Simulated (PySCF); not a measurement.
Cartesian coordinates (Å):
SMILES: [OH][In][OH]
```xyz
5

O     -1.5657    -0.0519     1.0144
In    -0.1375     0.1106    -0.4144
O      1.7400    -0.0887     0.3227
H     -2.4619     0.0422     0.6709
H      2.4250    -0.0122    -0.3518
```
Charge 0, spin multiplicity 2.

Task: What is the computed dipole moment, total energy and highest occupied spin orbital (PySCF with ωB97X-D3(BJ)/def2-TZVP // B3LYP-D3(BJ)/def2-TZVP)?

Result: 
The dipole moment is 0.810 e·Å and the total energy is -341.9495 Ha. The highest occupied spin orbital comes out as -8.62 eV.
